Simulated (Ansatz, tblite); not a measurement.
Spin states of Ca2O2, each relaxed with PBE0-D4/def2-TZVP in Ansatz. Electronic energies in the gas phase.

The xTB rows come from tblite. B3LYP takes the VWN-RPA correlation. Correlated methods freeze 12 core orbitals; core or outer-core shells of Ca are correlated, in sets that lack core-valence functions. In CCSD on the charge 0 triplet the largest single amplitude is 0.46, so its Hartree–Fock determinant may place the open shell otherwise than the density functionals do. The structure comes from a short search, and lower isomers may exist.

Singlet geometry (D2h within 0.1 Å):

```xyz
4

Ca   -0.872    1.130   -0.372
Ca    0.873   -1.127    0.379
O    -1.110   -0.693    0.496
O     1.109    0.690   -0.503
```

Triplet geometry (D2h within 0.1 Å):

Cartesian coordinates in Å:
```
Ca 1.001 -0.465 1.282
Ca -1.006 0.461 -1.280
O -0.511 0.837 0.703
O 0.516 -0.833 -0.705
```

Quintet geometry (C2v within 0.1 Å):

```xyz
4

Ca   -0.780   -1.612   -0.720
Ca    0.744    1.680    0.591
O     0.277   -0.528    1.004
O    -0.242    0.461   -0.876
```

⟨S²⟩: triplet 2.02 at PBE0-D4/def2-TZVP (pure 2.00), quintet 6.02 at PBE0-D4/def2-TZVP (pure 6.00).

Run but left out: HF/def2-TZVP, HF/def2-TZVPP, MP2/def2-TZVP, MP2/def2-TZVPP (triplet: a determinant that CCSD turns far, T1 0.079).

Only these spin states were relaxed.

**Question.** Estimate which spin state lies lowest at each of these levels, and by how much: GFN1-xTB; GFN2-xTB; PBE-D4/def2-TZVP; r2SCAN-D4/def2-TZVP; B97M-V/def2-TZVP; r2SCANh-D4/def2-TZVP; B3LYP-D4/def2-TZVP; PBE0-D4/def2-TZVP; BHLYP-D4/def2-TZVP; ωB97M-V/def2-TZVP; RPA@PBE/def2-TZVP; CCSD/def2-TZVPP; CCSD(T)/def2-TZVPP.

**Answer.** 
```tsv
level	triplet − singlet (kJ/mol)	quintet − singlet (kJ/mol)	lowest of these	remarks
GFN1-xTB	243.0	683.3	singlet	–
GFN2-xTB	90.4	408.0	singlet	–
PBE-D4/def2-TZVP	173.6	455.6	singlet	–
r2SCAN-D4/def2-TZVP	174.7	446.9	singlet	–
B97M-V/def2-TZVP	150.1	428.9	singlet	–
r2SCANh-D4/def2-TZVP	174.8	432.8	singlet	–
B3LYP-D4/def2-TZVP	169.6	434.0	singlet	–
PBE0-D4/def2-TZVP	175.9	429.9	singlet	–
BHLYP-D4/def2-TZVP	165.2	360.6	singlet	–
ωB97M-V/def2-TZVP	219.1	460.4	singlet	–
RPA@PBE/def2-TZVP	88.2	270.9	singlet	–
CCSD/def2-TZVPP	173.9	354.3	singlet	large T1 (0.021) (singlet), large T1 (0.079) (triplet)
CCSD(T)/def2-TZVPP	171.0	383.0	singlet	large T1 (0.021) (singlet), large T1 (0.079) (triplet)
```

Change of the quintet − singlet gap on mixing in exact exchange, in kJ/mol: PBE to PBE0 (25 % exact exchange) -25.7; r2SCAN to r2SCANh (10 % exact exchange) -14.1. The xTB methods have no spin-polarisation term.
